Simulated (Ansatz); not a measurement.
```yaml
crystal:
  periodic: [false, false, false]
  atoms:
    - {symbol: C, position_ang: [-1.564573, 0.529875, -0.299619]}
    - {symbol: Al, position_ang: [0.258972, 0.165088, -0.932063]}
    - {symbol: B, position_ang: [1.755630, -0.618653, 0.433626]}
    - {symbol: O, position_ang: [1.467553, -0.881620, 1.733705]}
    - {symbol: H, position_ang: [-2.289370, -0.067293, -0.865133]}
    - {symbol: H, position_ang: [-1.735415, 0.330261, 0.761969]}
    - {symbol: H, position_ang: [-1.830290, 1.577287, -0.482823]}
    - {symbol: H, position_ang: [0.563005, 0.468303, -2.469397]}
    - {symbol: H, position_ang: [2.898969, -0.864256, 0.143651]}
    - {symbol: H, position_ang: [0.558519, -0.690291, 1.978885]}
basis:
  gaussian: {orbitals: 6-31G, point_charges: [{charge: 2.00, position_ang: [7.166, -0.472, -0.373]}]}
hamiltonian: {xc: {name: HF}}
correlation: {method: mp2, frozen_orbitals: {C: 9}}
```

```sh
$ ansatz run in.yaml --threads 2 --pin off --events-out ev --progress --plain --max-ram 4352MiB
```

It prints (some lines left out):

```
Functional definition: HF
Error: "frozen_orbitals" has no count for Al
```

Q: What is wrong with this run?

A: Frozen orbitals are typed for one element alone, and the program wants a count for each. The program refused the input.
